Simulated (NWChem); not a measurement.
All runs are NWChem calculations. System: CHO2, charge 0, spin multiplicity 2, displaced from the optimised geometry. The structure started from a generated list of species. Its SCF solution wasn't tested for a lower state. Level: UBP86/def2-SVP.

The NWChem input:

```
start mol
memory heap 200 mb stack 900 mb global 1100 mb
geometry units angstroms nocenter noautoz
  O     -1.183749     0.000000    -0.164582
  C      0.000000     0.000000     0.204412
  O      1.183749     0.000000    -0.164582
  H      0.000000     0.000000     1.406843
  symmetry group C2v
end
basis spherical
  * library def2-svp
end
dft
  xc becke88 perdew86
  odft
  mult 2
  semidirect memsize 60000000 filesize 0
  iterations 100
  grid coarse
end
task dft gradient
```

Part of the output:

```
             Northwest Computational Chemistry Package (NWChem) 7.3.0
             --------------------------------------------------------

                                NWChem Input Module
                                -------------------

 Scaling coordinates for geometry "geometry" by  1.889725989
 (inverse scale =  0.529177249)

 Turning off AUTOSYM since
 SYMMETRY directive was detected!

                             Geometry "geometry" -> ""
                             -------------------------

 Output coordinates in angstroms (scale by  1.889725989 to convert to a.u.)

  No.       Tag          Charge          X              Y              Z
 ---- ---------------- ---------- -------------- -------------- --------------
    1 O                    8.0000    -1.18374900     0.00000000    -0.16458200
    2 C                    6.0000     0.00000000     0.00000000     0.20441200
    3 O                    8.0000     1.18374900     0.00000000    -0.16458200
    4 H                    1.0000     0.00000000     0.00000000     1.40684300

 Effective nuclear repulsion energy (a.u.)      62.2202196341

            Nuclear Dipole moment (a.u.)
            ----------------------------
        X                 Y               Z
 ---------------- ---------------- ----------------
     0.0000000000     0.0000000000     0.0000056692

      Symmetry information
      --------------------

 Group name             C2v
 Group number             16
 Group order               4
 No. of unique centers     3

      Symmetry unique atoms

     1    2    4


 Summary of "ao basis" -> "" (spherical)
 ------------------------------------------------------------------------------
       Tag                 Description            Shells   Functions and Types
 ---------------- ------------------------------  ------  ---------------------
 *                          def2-svp                  on all atoms

  perdew86 is a nonlocal functional; adding perdew81 local functional.

                                 NWChem DFT Module
                                 -----------------

 Summary of "ao basis" -> "ao basis" (spherical)
[...]
     2   0 1 1     -0.000000     -0.000000      0.000000      0.000000
     2   0 0 2    -10.449874    -11.714206     -8.246514      9.510846

            General Information
            -------------------
          SCF calculation type: DFT
          Wavefunction type:  spin polarized.
          No. of atoms     :     4
          No. of electrons :    23
           Alpha electrons :    12
            Beta electrons :    11
          Charge           :     0
          Spin multiplicity:     2
          Use of symmetry is: on ; symmetry adaption is: on
          Maximum number of iterations: 100
          AO basis - number of functions:    47
                     number of shells:    21
          Convergence on energy requested:  1.00D-06
          Convergence on density requested:  1.00D-05
          Convergence on gradient requested:  5.00D-04

              XC Information
              --------------
                    Becke 1988 Exchange Functional  1.000
                Perdew 1981 Correlation Functional  1.000 local
                Perdew 1986 Correlation Functional  1.000 non-local

             Grid Information
             ----------------
          Grid used for XC integration:  coarse
          Radial quadrature: Mura-Knowles
          Angular quadrature: Lebedev.
          Tag              B.-S. Rad. Rad. Pts. Rad. Cut. Ang. Pts.
          ---              ---------- --------- --------- ---------
          O                   0.60       35           7.0       302
          C                   0.70       35           6.0       302
          H                   0.35       35           6.0       302
          Grid pruning is: on
          Number of quadrature shells:   105
          Spatial weights used:  Erf1

          Convergence Information
          -----------------------
          Convergence aids based upon iterative change in
          total energy or number of iterations.
          Levelshifting, if invoked, occurs when the
          HOMO/LUMO gap drops below (HL_TOL):  1.00D-02
          DIIS, if invoked, will attempt to extrapolate
          using up to (NFOCK): 10 stored Fock matrices.

                    Damping( 0%)  Levelshifting(0.5)       DIIS
                  --------------- ------------------- ---------------
          dE  on:    start            ASAP                start
          dE off:    2 iters        100 iters           100 iters

      Screening Tolerance Information
      -------------------------------
          Density screening/tol_rho:  1.00D-10
          AO Gaussian exp screening on grid/accAOfunc:  14
          CD Gaussian exp screening on grid/accCDfunc:  20
          XC Gaussian exp screening on grid/accXCfunc:  20
          Schwarz screening/accCoul:  1.00D-08

                            NWChem DFT Gradient Module
                            --------------------------

  charge          =   0.00
  wavefunction    = open shell

  Using symmetry

                         DFT ENERGY GRADIENTS

    atom               coordinates                        gradient
                 x          y          z           x          y          z
   1 O      -2.236961   0.000000  -0.311015   -0.009134   0.000000  -0.001472
   2 C       0.000000   0.000000   0.386283    0.000000   0.000000  -0.005035
   3 O       2.236961   0.000000  -0.311015    0.009134   0.000000  -0.001472
   4 H       0.000000   0.000000   2.658548    0.000000   0.000000   0.007980

                 ----------------------------------------
                 |  Time  |  1-e(secs)   |  2-e(secs)   |
                 ----------------------------------------
                 |  CPU   |       0.00   |       0.20   |
                 ----------------------------------------
                 |  WALL  |       0.00   |       0.20   |
                 ----------------------------------------

 Task  times  cpu:        0.5s     wall:        0.5s

 Total times  cpu:        0.5s     wall:        0.5s
```
